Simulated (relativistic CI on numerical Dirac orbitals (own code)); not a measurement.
**Crystal-field levels of Re4+, 5d3**

Calculated by Dirac-Coulomb-Breit CI, separate exchange-only KLI orbitals for each configuration, model QED, one configuration in a parametric crystal field, unscaled Slater integrals (own radial code). With so little scaling, terms lie 10 to 35 % too far apart, which can change the order of excited levels.

Field parameters in Wybourne normalisation: Oh B⁴₀ = 21Dq, B⁴₄ = √(5/14) B⁴₀; Td as Oh with Dq negative (B⁴₀ = 21Dq, B⁴₄ = √(5/14) B⁴₀). The field is a parameter set, without covalency.

S and J are read from ⟨S²⟩ = S(S + 1) and ⟨J²⟩ = J(J + 1) of each level; they are not fictitious spins.

Oh, 10Dq = 41000 cm⁻¹, the lowest 16 levels:

```tsv
E (cm⁻¹)	Degeneracy	Irrep	S	J
0.0	4	Γ8	1.48	3.27
16264	4	Γ8	0.55	3.97
17218	4	Γ8	0.52	3.80
18277	2	Γ6	0.52	3.55
28429	2	Γ7	0.56	3.74
28957	4	Γ8	0.57	3.65
40457	2	Γ7	1.48	3.12
41312	4	Γ8	1.46	3.28
42115	4	Γ8	1.47	3.26
42745	2	Γ6	1.48	3.58
49723	2	Γ6	1.37	2.66
51315	4	Γ8	1.44	2.72
51864	2	Γ7	1.44	2.90
52350	4	Γ8	1.48	3.14
55994	2	Γ6	0.65	4.37
57677	4	Γ8	0.58	4.14
```

Oh, 10Dq = 18950 cm⁻¹, the lowest 10 levels:

| E (cm⁻¹) | Degeneracy | Irrep | S | J |
| --- | --- | --- | --- | --- |
| 0.0 | 4 | Γ8 | 1.47 | 3.00 |
| 13832 | 4 | Γ8 | 0.93 | 3.52 |
| 16202 | 4 | Γ8 | 0.62 | 3.82 |
| 17237 | 2 | Γ6 | 0.81 | 3.52 |
| 18456 | 2 | Γ7 | 1.47 | 2.98 |
| 19587 | 4 | Γ8 | 1.43 | 3.54 |
| 21662 | 4 | Γ8 | 1.24 | 3.10 |
| 22220 | 2 | Γ6 | 1.33 | 3.41 |
| 24680 | 2 | Γ7 | 1.10 | 3.31 |
| 26645 | 4 | Γ8 | 0.94 | 3.71 |

Td, 10Dq = -15550 cm⁻¹, the lowest 10 levels:

```
E (cm⁻¹)  Degeneracy  Irrep     S     J
     0.0           4     Γ8  1.25  2.70
    3836           2     Γ7  1.49  2.76
    6543           4     Γ8  1.44  3.45
    8953           4     Γ8  0.93  3.47
    9161           2     Γ6  1.47  4.02
   15930           4     Γ8  1.19  3.40
   16659           2     Γ7  1.12  3.36
   17598           2     Γ6  0.89  4.19
   19480           4     Γ8  0.88  4.20
   21558           2     Γ6  0.94  2.92
```

The free-ion ground term has S = 3/2. Every field shown keeps that spin.

Levels of this model without a field, named by their leading LS term: ⁴F3/2 0, ⁴F5/2 4031, ⁴F7/2 7995, ⁴F9/2 11384, ⁴P3/2 15022, ⁴P1/2 16486, ²G7/2 20267, ²H9/2 20905 cm⁻¹.
